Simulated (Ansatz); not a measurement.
C7H12 (`CC=C1CCCC1`). Charge 0, multiplicity 1. The structure was optimised at the PBE0-D4/def2-TZVP level.

```xyz
19

C    -2.394    0.828   -1.111
C    -1.352    1.086   -0.076
C    -0.280    0.336    0.151
C     0.122   -0.912   -0.607
C     1.341   -1.451    0.147
C     1.978   -0.200    0.746
C     0.769    0.614    1.202
H    -2.178   -0.067   -1.696
H    -2.478    1.670   -1.806
H    -3.382    0.701   -0.656
H    -1.495    1.973    0.539
H     0.399   -0.648   -1.635
H    -0.688   -1.642   -0.679
H     1.015   -2.115    0.954
H     2.019   -2.021   -0.491
H     2.682   -0.417    1.552
H     2.523    0.347   -0.031
H     0.426    0.239    2.175
H     0.973    1.680    1.322
```

What is the dipole moment at r2SCAN/def2-TZVPP? (An estimate is asked.)

Computed: 0.30 D, with components (0.20, -0.22, -0.05) D in this frame, pointing from negative to positive charge.

And with PBE, B3LYP, ωB97M-V? (Estimate.)

Ansatz gave: PBE 0.28 D, B3LYP 0.29 D, ωB97M-V 0.30 D.

Give the Mulliken charges with r2SCAN, ωB97M-V, PBE in def2-TZVPP. (An estimate is asked.)

Ansatz gave: 
```json
{"atom": "C1", "r2SCAN": "-0.12", "ωB97M-V": "-0.29", "PBE": "-0.21"}
{"atom": "C2", "r2SCAN": "-0.12", "ωB97M-V": "-0.12", "PBE": "-0.16"}
{"atom": "C3", "r2SCAN": "-0.09", "ωB97M-V": "-0.01", "PBE": "-0.05"}
{"atom": "C4", "r2SCAN": "0.00", "ωB97M-V": "-0.20", "PBE": "-0.07"}
{"atom": "C5", "r2SCAN": "-0.06", "ωB97M-V": "-0.20", "PBE": "-0.12"}
{"atom": "C6", "r2SCAN": "-0.05", "ωB97M-V": "-0.19", "PBE": "-0.11"}
{"atom": "C7", "r2SCAN": "0.01", "ωB97M-V": "-0.17", "PBE": "-0.06"}
{"atom": "H8", "r2SCAN": "0.03", "ωB97M-V": "0.08", "PBE": "0.07"}
{"atom": "H9", "r2SCAN": "0.05", "ωB97M-V": "0.10", "PBE": "0.08"}
{"atom": "H10", "r2SCAN": "0.05", "ωB97M-V": "0.10", "PBE": "0.08"}
{"atom": "H11", "r2SCAN": "0.06", "ωB97M-V": "0.09", "PBE": "0.07"}
{"atom": "H12", "r2SCAN": "0.04", "ωB97M-V": "0.11", "PBE": "0.06"}
{"atom": "H13", "r2SCAN": "0.03", "ωB97M-V": "0.11", "PBE": "0.06"}
{"atom": "H14", "r2SCAN": "0.03", "ωB97M-V": "0.10", "PBE": "0.06"}
{"atom": "H15", "r2SCAN": "0.02", "ωB97M-V": "0.09", "PBE": "0.06"}
{"atom": "H16", "r2SCAN": "0.02", "ωB97M-V": "0.09", "PBE": "0.06"}
{"atom": "H17", "r2SCAN": "0.02", "ωB97M-V": "0.10", "PBE": "0.06"}
{"atom": "H18", "r2SCAN": "0.03", "ωB97M-V": "0.10", "PBE": "0.06"}
{"atom": "H19", "r2SCAN": "0.03", "ωB97M-V": "0.10", "PBE": "0.06"}
```

B3LYP here is the variant with VWN-RPA as its local correlation; programs differ in this.
